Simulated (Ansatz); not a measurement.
Cartesian coordinates (Å):
```xyz
7

C     -0.9852     0.0320    -0.1919
B      0.5480    -0.0183    -0.2050
N      1.7848    -0.0593    -0.2150
H     -1.4087    -0.9576    -0.3760
H     -1.3588     0.7085    -0.9635
H     -1.3548     0.3836     0.7737
H      2.7746    -0.0890    -0.2263
```
Charge +1, spin multiplicity 2.

Computed with frozen-core CCSD(T)/cc-pVTZ // PBE0-D3(BJ)/def2-TZVP (Ansatz, a first-principles code). The geometry is that of the parent before the electron was removed.

```
Quantity                        Value
----------------------  -------------
HF energy               -119.06760 Ha
MP2 correlation energy    -0.40486 Ha
```

**Question.** Estimate the CCSD correlation energy, the (T) correction, the total energy and the T1 diagnostic.

**Answer.** 
```
Property                         Value
-----------------------  -------------
CCSD correlation energy    -0.43894 Ha
(T) correction             -0.01602 Ha
CCSD(T) total energy     -119.52257 Ha
T1 diagnostic                    0.015
```
